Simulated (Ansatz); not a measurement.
```yaml
crystal:
  periodic: [false, false, false]
  atoms:
    - {symbol: Ti, position_ang: [0.078547, -0.000209, 0.055033]}
    - {symbol: F, position_ang: [0.095854, -0.014415, 1.783294]}
    - {symbol: F, position_ang: [1.708901, 0.008568, -0.518773]}
    - {symbol: Cl, position_ang: [-0.946229, 1.789186, -0.645146]}
    - {symbol: Cl, position_ang: [-0.937063, -1.783130, -0.674407]}
basis:
  gaussian: {orbitals: def2-mTZVPP}
hamiltonian: {xc: {name: rPW86-PBE}, dispersion: d4}
scf: {omitted_lower_state_checks: [starts]}
```

```sh
$ ansatz run in.yaml --threads 4 --pin off --events-out ev --progress --plain --max-ram 3916MiB
```

Shortened log:

```
Functional definition: rPW86-PBE
1170 factors; their error is unknown
mean field evaluation 1: about -53644.6586 eV, gradient 5.9e1 eV
mean field evaluation 2: about -53444.6886 eV, gradient 4.1e2 eV
mean field evaluation 4: about -53644.1815 eV, gradient 5.4e1 eV
mean field evaluation 8: about -53649.5269 eV, gradient 2.1e-1 eV
mean field evaluation 16: about -53649.5201 eV, gradient 3.1e-4 eV
mean field -53649.52014798 eV, -1971.5835004874 hartree, gradient 2.8e-5 eV, S^2 0.000000; 0 other end points of the search recorded, 0 dependent functions left out
reference -53649.52024039 eV, -1971.5835038835 hartree; 37, 37 occupied and 98, 98 virtual orbitals, 1170 factors
Total energy: -53649.69259555 eV, -1971.5898378187 hartree
Checks for a lower state left out: starts
```

Run time 3.2 s (4 threads of Arm Neoverse V2 on a shared host).
